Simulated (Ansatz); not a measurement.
`FC(F)(F)c1ccc(-c2ccc(-c3ccc(-c4ccc(C(F)(F)F)o4)o3)o2)o1`. Total charge 0; triplet. Geometry r2SCAN-D4/def2-SVP, that of the neutral singlet; atoms count from 1.

```xyz
36

F     2.497   -5.892    1.787
C     1.227   -6.237    2.060
F     0.652   -6.553    0.887
F     1.249   -7.338    2.825
C     0.494   -5.155    2.768
C    -0.122   -5.101    3.990
C    -0.647   -3.784    4.103
C    -0.310   -3.131    2.930
C    -0.554   -1.802    2.455
C    -1.212   -0.716    3.005
C    -1.123    0.331    2.054
C    -0.415   -0.182    0.981
C    -0.002    0.370   -0.268
C     0.707   -0.146   -1.338
C     0.799    0.897   -2.294
C     0.143    1.984   -1.748
C    -0.104    3.311   -2.216
C    -0.761    4.397   -1.668
C    -0.665    5.442   -2.629
C     0.037    4.921   -3.684
C     0.467    5.496   -4.985
F    -0.041    4.818   -6.029
F     1.804    5.479   -5.127
F     0.054    6.768   -5.072
O     0.383    3.631   -3.446
O    -0.345    1.666   -0.516
O    -0.070   -1.475    1.225
O     0.387   -3.970    2.118
H    -0.186   -5.910    4.715
H    -1.204   -3.364    4.938
H    -1.698   -0.685    3.978
H    -1.523    1.340    2.131
H     1.103   -1.157   -1.407
H     1.284    0.871   -3.268
H    -1.246    4.424   -0.695
H    -1.062    6.454   -2.560
```

Single mean-field runs in def2-TZVP are fitted with def2-universal-jkfit. At PBE0-D4/def2-TZVP a singlet of charge 0 lies 2.09 eV below the triplet at the same geometry.

Estimate the Mulliken populations of the heavy atoms from the PBE0/def2-TZVP orbitals of Ansatz.


| atom | charge (e) | spin (α − β) |
| --- | --- | --- |
| F1 | -0.15 | 0.00 |
| C2 | 0.42 | 0.00 |
| F3 | -0.15 | 0.00 |
| F4 | -0.16 | 0.00 |
| C5 | 0.02 | 0.21 |
| C6 | -0.12 | -0.10 |
| C7 | -0.28 | 0.23 |
| C8 | 0.18 | -0.09 |
| C9 | 0.28 | 0.35 |
| C10 | -0.18 | -0.04 |
| C11 | -0.24 | 0.23 |
| C12 | 0.24 | 0.17 |
| C13 | 0.22 | 0.15 |
| C14 | -0.23 | 0.25 |
| C15 | -0.20 | -0.06 |
| C16 | 0.28 | 0.34 |
| C17 | 0.20 | -0.09 |
| C18 | -0.29 | 0.22 |
| C19 | -0.11 | -0.09 |
| C20 | 0.03 | 0.19 |
| C21 | 0.43 | 0.00 |
| F22 | -0.15 | 0.00 |
| F23 | -0.15 | 0.00 |
| F24 | -0.15 | 0.00 |
| O25 | -0.21 | 0.03 |
| O26 | -0.24 | 0.05 |
| O27 | -0.22 | 0.05 |
| O28 | -0.20 | 0.03 |
Mulliken values depend strongly on the basis.

Where does the spin sit?

Summed by element: F 0.02, C 1.86, O 0.16, H -0.04, of 2 unpaired in all. Largest on single atoms: C9 0.35, C16 0.34, C14 0.25.

And the Mayer bond orders between heavy atoms (over 0.3)?

F1–C2 1.17 (1.34 Å); C2–F3 1.17 (1.34 Å); C2–F4 1.16 (1.34 Å); C2–C5 1.05 (1.49 Å); C5–C6 1.52 (1.37 Å); C5–O28 1.13 (1.36 Å); C6–C7 1.30 (1.42 Å); C7–C8 1.40 (1.38 Å); C8–C9 1.15 (1.43 Å); C8–O28 1.08 (1.36 Å); C9–C10 1.29 (1.38 Å); C9–O27 1.07 (1.36 Å); C10–C11 1.46 (1.42 Å); C11–C12 1.22 (1.38 Å); C12–C13 1.32 (1.43 Å); C12–O27 1.07 (1.36 Å); C13–C14 1.23 (1.38 Å); C13–O26 1.06 (1.36 Å); C14–C15 1.43 (1.42 Å); C15–C16 1.30 (1.38 Å); C16–C17 1.14 (1.43 Å); C16–O26 1.09 (1.36 Å); C17–C18 1.42 (1.38 Å); C17–O25 1.08 (1.36 Å); C18–C19 1.28 (1.42 Å); C19–C20 1.52 (1.37 Å); C20–C21 1.05 (1.49 Å); C20–O25 1.12 (1.36 Å); C21–F22 1.17 (1.34 Å); C21–F23 1.17 (1.34 Å); C21–F24 1.16 (1.34 Å).
